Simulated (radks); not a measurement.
Problem. Method: scalar-relativistic Kohn-Sham, exchange-only LDA, spin-polarised, spherical densities, finite nucleus; open shells are filled with parallel spins first; Fermi nuclear charge, rms radius of each element as measured or else 0.836 A^(1/3) + 0.57 fm; computed with a radial shooting solver on a logarithmic mesh with Libxc functionals. Response by self-consistent Sternheimer equations with the Hartree and adiabatic exchange-only LDA kernel, the relativistic mass of each level held fixed and spin-orbit coupling left out. For heavy and open-shell atoms this level of theory can miss by tens of per cent. Rank Co8+, Sc2+, Mn6+, Fe7+, Cr5+, Ti3+, Ca+, V4+, K (NIST ground configurations) by static dipole polarisability, largest first.

Solution. K 292.5, Ca+ 72.10, Sc2+ 5.657, Ti3+ 2.401, V4+ 1.468, Cr5+ 1.013, Mn6+ 0.7429, Fe7+ 0.5660, Co8+ 0.4433 bohr^3.
